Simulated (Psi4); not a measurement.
Setting up AlBH2OF2 (SMILES O[B](F)[AlH][F]) in Psi4

The species is AlBH2OF2 (7 atoms), meant as a singlet with charge 0. As SMILES, `O[B](F)[AlH][F]`. The shape is that of a PBE0-D4/def2-TZVP optimisation. This is one conformer, not always the lowest.

```tsv
atom	x (Å)	y (Å)	z (Å)
O	0.4623	-0.1665	1.7690
B	0.5118	-0.6756	0.5191
F	1.1708	-1.8248	0.3945
Al	-0.4115	0.3016	-1.1621
F	-1.1527	1.7131	-0.6978
H	-0.0199	0.6623	1.8250
H	-0.4996	-0.0782	-2.6933
```

Settings wanted:

```yaml
task: energy
method: DFT
functional: wB97X-D
dispersion: in the functional's name
basis_set: def2-SVP
reference: RKS
integrals: df
integral_approximation: program's default
frozen_core_orbitals: 0
integration_grid: 75 radial × 302 angular
symmetry: c1
threads: 1
```

Q: Give a Psi4 1.11 job that does this.

A: This one ran through:

job.inp:
```
memory 1600 MB

molecule geom {
  O
  B 1 r2
  F 2 r3 1 a3
  Al 2 r4 3 a4 1 d4
  F 4 r5 2 a5 3 d5
  H 1 r6 2 a6 3 d6
  H 4 r7 5 a7 6 d7

  r2 = 1.350512
  r3 = 1.330589
  a3 = 115.49284
  r4 = 2.152635
  a4 = 122.09777
  d4 = -179.99289
  r5 = 1.660507
  a5 = 111.03628
  d5 = -179.84343
  r6 = 0.960501
  a6 = 113.4307
  d6 = -179.99672
  r7 = 1.580058
  a7 = 116.76961
  d7 = 179.90713
  symmetry c1
}


e_tot = energy('wb97x-d/def2-SVP')
print_variables()
```

```bash
$ psi4 -n 1 job.inp job.out
```

Calculated total energy: -543.15783 Eh.
